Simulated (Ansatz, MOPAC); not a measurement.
System: CHBr2 (charge 0, doublet). SMILES: [CH](Br)Br

Atoms: C1, Br2, Br3, H4. Bonds: C1-Br2, C1-Br3, C1-H4.

Bond lengths (Å) and angles (degrees) optimised at AM1 with MOPAC; HF/3-21G with Ansatz (an electronic-structure program); B3LYP/LANL2DZ with Ansatz, each started from the B3LYP-D3(BJ)/def2-TZVP structure (Ansatz) of the last column. A row stands for all coordinates that are equal there. No wavenumbers were computed at B3LYP/LANL2DZ, so these may be saddle points.

| coordinate | AM1 | HF/3-21G | B3LYP/LANL2DZ | B3LYP-D3(BJ)/def2-TZVP |
|---|---|---|---|---|
| C1-Br2 | 1.804 | 1.919 | 1.936 | 1.865 |
| C1-H4 | 1.090 | 1.068 | 1.085 | 1.079 |
| Br2-C1-Br3 | 124.2 | 121.0 | 120.9 | 120.6 |
| Br2-C1-H4 | 117.9 | 117.7 | 116.2 | 116.5 |

Mean signed difference of all 3 bond lengths from B3LYP-D3(BJ)/def2-TZVP: AM1 -0.037 Å, HF/3-21G 0.032 Å, B3LYP/LANL2DZ 0.050 Å.
